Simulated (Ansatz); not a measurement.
The pair A = C2H4 (SMILES C=C) (first 6 atoms), B = H2 (SMILES [H][H]); geometry from B3LYP-D3(BJ)/def2-TZVP.
(charge 0, multiplicity 1):
```xyz
8

C      0.4094     0.5515    -0.3288
C     -0.1351    -0.6137    -0.0115
H      1.4820     0.7026    -0.3114
H     -0.1950     1.4026    -0.6185
H     -1.2077    -0.7648    -0.0283
H      0.4692    -1.4647     0.2788
H     -0.3441     0.1118     2.9446
H     -0.4807     0.0751     3.6759
```

Correlated levels freeze the cores. MP2 and its Hartree–Fock in aug-cc-pVQZ are density fitted.

The values were computed with Ansatz (a quantum-chemistry and plane-wave program). 

The counterpoise-corrected interaction energy is E(AB) − E(A in the pair's basis) − E(B in the pair's basis). Total energies (hartree):

| level | AB | A in the pair's basis | B in the pair's basis |
|---|---|---|---|
| HF/aug-cc-pVTZ | -79.1975303 | -78.0649270 | -1.1329897 |
| MP2/aug-cc-pVTZ | -79.5701672 | -78.4046007 | -1.1650157 |
| HF/aug-cc-pVQZ | -79.2026237 | -78.0695782 | -1.1334339 |
| MP2/aug-cc-pVQZ | -79.5948252 | -78.4275456 | -1.1666972 |
| CCSD(T)/aug-cc-pVTZ | -79.6169249 | -78.4437407 | -1.1726603 |

Question: Work out the counterpoise-corrected interaction energy at the basis-set limit: extrapolate the MP2 correlation part as X⁻³, take Hartree–Fock from the larger set, and add the CCSD(T) − MP2 difference of aug-cc-pVTZ.

Answer: 
1. Differences (1 hartree = 627.509 kcal/mol): HF/aug-cc-pVTZ 0.243; MP2/aug-cc-pVTZ -0.346; HF/aug-cc-pVQZ 0.244; MP2/aug-cc-pVQZ -0.365; CCSD(T)/aug-cc-pVTZ -0.329.
2. Correlation parts, MP2 less HF: -0.588 in aug-cc-pVTZ (X = 3), -0.609 in aug-cc-pVQZ (X = 4).
3. Limit (4³·(-0.609) − 3³·(-0.588))/(4³ − 3³) = -0.625; with HF/aug-cc-pVQZ it gives -0.381.
4. CCSD(T) less MP2 in aug-cc-pVTZ: 0.017.
Result: -0.36 kcal/mol, against -0.35 at MP2/aug-cc-pVTZ. It is an estimate of this method's limit, not of the exact value.
